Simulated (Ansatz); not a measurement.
System: BeH$_{2}$ (charge +1, doublet). SMILES of the parent species: [BeH2]

Atoms: Be1, H2, H3. Bonds: Be1-H2, Be1-H3.

Bond lengths (Å) and angles (degrees) optimised at HF/STO-3G with Ansatz (a quantum-chemistry and plane-wave program); HF/3-21G with Ansatz; HF/6-31G* with Ansatz; PBE/6-31G* with Ansatz; B3LYP/6-31G* with Ansatz; MP2/6-31G* with Ansatz, each started from the B3LYP-D3(BJ)/def2-TZVP structure (Ansatz) of the last column. A row stands for all coordinates that are equal there. 6-31G* holds six Cartesian d functions. No wavenumbers were computed at HF/STO-3G, PBE/6-31G*, MP2/6-31G*, so these may be saddle points.

```
coordinate  HF/STO-3G  HF/3-21G  HF/6-31G*  PBE/6-31G*  B3LYP/6-31G*  MP2/6-31G*  B3LYP-D3(BJ)/def2-TZVP
----------  ---------  --------  ---------  ----------  ------------  ----------  ----------------------
Be1-H2          1.425     1.434      1.421       1.425         1.417       1.412                   1.420
H2-Be1-H3        97.3      93.2       93.1        91.6          94.0        89.9                    92.6
```

Mean signed difference of all 2 bond lengths from B3LYP-D3(BJ)/def2-TZVP: HF/STO-3G 0.005 Å, HF/3-21G 0.014 Å, HF/6-31G* 0.001 Å, PBE/6-31G* 0.005 Å, B3LYP/6-31G* -0.003 Å, MP2/6-31G* -0.008 Å.
